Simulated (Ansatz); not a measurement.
Pulling on the Ge1–F3 bond in FGeH (SMILES [F][GeH]) (multiplicity 1 held, fragments rigid). Energies count from the point at 1.770 Å.
Geometry at that point (charge 0, multiplicity 1):
```json
[
 {"atom": "Ge", "x (Å)": "-0.1137", "y (Å)": "-0.2269", "z (Å)": "0.2808"},
 {"atom": "H", "x (Å)": "-0.9845", "y (Å)": "-1.0535", "z (Å)": "-0.7992"},
 {"atom": "F", "x (Å)": "0.5137", "y (Å)": "0.9238", "z (Å)": "-0.9095"}
]
```

Restricted levels (R-, RO-) in cc, def2 and unpolarised 6-31G sets keep to the state of the molecule at rest. U- levels take the lowest unrestricted solution at each point, which mixes spins at long bonds. Curves can end on different states.

Correlated levels freeze the cores. Filled d and f shells under p-block atoms count as core.

Run with Ansatz (a quantum-chemistry and plane-wave program) with Gaussian orbitals. Each number belongs to the level named beside it.

Energies in eV.

```
R (Å)  U-PBE/cc-pVTZ  R-r2SCAN/cc-pVTZ  R-MP2/cc-pVTZ  U-CCSD(T)/cc-pVTZ
-----  -------------  ----------------  -------------  -----------------
1.416           3.08              2.84           2.97               2.95
1.593           0.55              0.43           0.46               0.45
1.770           0.00              0.00           0.00               0.00
1.948           0.24              0.33           0.35               0.35
2.125           0.77              0.94           0.99               0.98
2.390           1.68              1.93           2.06               2.02
2.656           2.51              2.82           3.06               3.08
3.098           3.56              3.95           4.42               4.39
3.541           4.18              4.69           5.44               5.05
4.072           4.57              5.22           6.32               5.27
4.780           4.80              5.58           7.07               5.28
5.665           4.91              5.78           7.44               5.29
```

Doubts at one or more of the structures used: a spin-contaminated determinant (U-PBE/cc-pVTZ, U-CCSD(T)/cc-pVTZ); a restricted determinant that unrestricted orbitals would lower (R-r2SCAN/cc-pVTZ, R-MP2/cc-pVTZ); T1 above 0.05 (U-CCSD(T)/cc-pVTZ).
